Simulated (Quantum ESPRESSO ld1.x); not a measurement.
Q: The mean radii <r> (bohr) of the occupied orbitals of an atom or ion are listed with their occupations. All-electron calculation, scalar-relativistic Kohn-Sham, PBE, spin-unpolarised, spherical densities, point nucleus. Program: ld1.x of Quantum ESPRESSO 7.5.

| orbital | occ. | <r> |
|---|---|---|
| 1s | 2 | 0.01966 |
| 2s | 2 | 0.08332 |
| 2p | 6 | 0.07414 |
| 3s | 2 | 0.2167 |
| 3p | 6 | 0.2162 |
| 3d | 10 | 0.1961 |
| 4s | 2 | 0.4871 |
| 4p | 6 | 0.5168 |
| 4d | 10 | 0.5556 |
| 5s | 2 | 1.109 |
| 5p | 2 | 1.238 |
| 4f | 12 | 0.6637 |

Name the element and its charge.

A: Z = 70, ytterbium, charge +8: Yb8+ in [Kr] 4d10 4f12 5s2 5p2. The 1s radius gives Z: for a bare nucleus <r> = (2 gamma + 1)/(2Z) with gamma = sqrt(1 - (Z/c)^2), 0.01942 bohr for Z = 70, and screening makes it slightly larger (0.01966 here). The occupations add up to 62, and the charge is Z minus that.
